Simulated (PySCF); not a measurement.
Continuum solvent and chemical shifts

Bonds (- single, = double, # triple, : aromatic): F1-C2 1.300 Å, C2-F3 1.301 Å, C2=C4 1.336 Å, C4-F5 1.328 Å, C4-C6 1.500 Å, C6-F7 1.332 Å, C6-F8 1.332 Å, C6-F9 1.328 Å.

GIAO PBE0/pcSseg-1 in PySCF 2.14 on one PBE0-D3(BJ)/def2-SVP conformer, non-relativistic, equivalent nuclei averaged. Solvents enter as an IEF-PCM continuum (tetrahydrofuran with ε = 7.4, dichloromethane with ε = 8.9) around the gas-phase geometry. Shifts are referred to CFCl3, TMS computed in the same medium.

Gas phase, δ in ppm: F7/F8/F9 -81.4, F3 -91.6, F1 -105.0, F5 -207.0, C2 164.0, C4 127.1, C6 124.9. Dipole moment 1.08 D.

Question: How does each δ change in the continuum?

Answer: 
| atoms | environment | Δδ, tetrahydrofuran | Δδ, dichloromethane |
| --- | --- | --- | --- |
| F7/F8/F9 | fluorine of a CF3 group | +1.2 | +1.2 |
| F3 | vinylic fluorine | +3.4 | +3.5 |
| F1 | vinylic fluorine | +3.7 | +3.8 |
| F5 | vinylic fluorine | -1.8 | -1.9 |
| C2 | fully substituted alkene carbon | +1.6 | +1.7 |
| C4 | fully substituted alkene carbon | +0.8 | +0.8 |
| C6 | CF3 carbon | +1.1 | +1.2 |

Changes are relative to the gas phase. The dipole moment becomes 1.26 D in tetrahydrofuran, 1.27 D in dichloromethane.

Question: Which nuclei move most (in ppm), and what does the model miss?

Answer: F1 (vinylic fluorine, +3.8 ppm) in dichloromethane. A continuum only polarises the solute; specific hydrogen bonds, the anisotropy of aromatic solvents and changes of geometry or conformer are outside it.
